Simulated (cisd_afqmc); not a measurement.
Input (AFQMC/CISD/cc-pV(D+d)Z; cisd_afqmc is a phaseless AFQMC code with CISD trial states that reads the integrals written by Ansatz): A basis named .json is the Basis Set Exchange file of that set.

Ansatz 0.2 input:
```python
import cisd_afqmc

open("ham.yaml", "w").write("""\
crystal:
  periodic: [false, false, false]
  atoms:
    - {symbol: Al, position_ang: [0.00000000, 0.00000000, 0.00000000]}
basis:
  gaussian:
    orbitals: cc-pV_D+d_Z.json
magnetization: {spin_polarized: true, initial_magnetization: 1}
correlation: {method: ccsd, electrons: outside_noble_gas, hamiltonian_folder: ham}
scf: {lower_state_search: full}
""")
rep = cisd_afqmc.ansatz("ham.yaml")
e_ccsd = rep["correlation"]["coupled_cluster"]["energy"]["hartree"]
out = cisd_afqmc.run("ham", e_ccsd, trial="CISD", walkers=200, populations=8, threads=8, dt=0.005, steps=40, early=24, settle=10, least=32,
    cut=5e-5, rank_cut=2e-4, target=0.0004, seconds=1500, seed=1, memory=12960, gpu=False)
```

Output:

```
orbitals 18, occupied [2, 1], factors 93 of 133, rank of the doubles 26 of 49
E(HF) = -241.873614
E(CCSD) on the cut factors = -241.921195, shift to the whole factors 0.000001
Energy of the trial state on the determinant = -241.921015
  tau behind 7.2 of longer steps, mean of the populations' last blocks
   2.0  -241.92252
   4.0  -241.92237
   6.0  -241.92196
   8.0  -241.92212
blocks 352 (15 outliers left out), error by blocks joined: 1: 0.00002, 2: 0.00002, 4: 0.00002, 8: 0.00003, 16: 0.00004
E(AFQMC/CISD) = -241.92213 +/- 0.00004
```
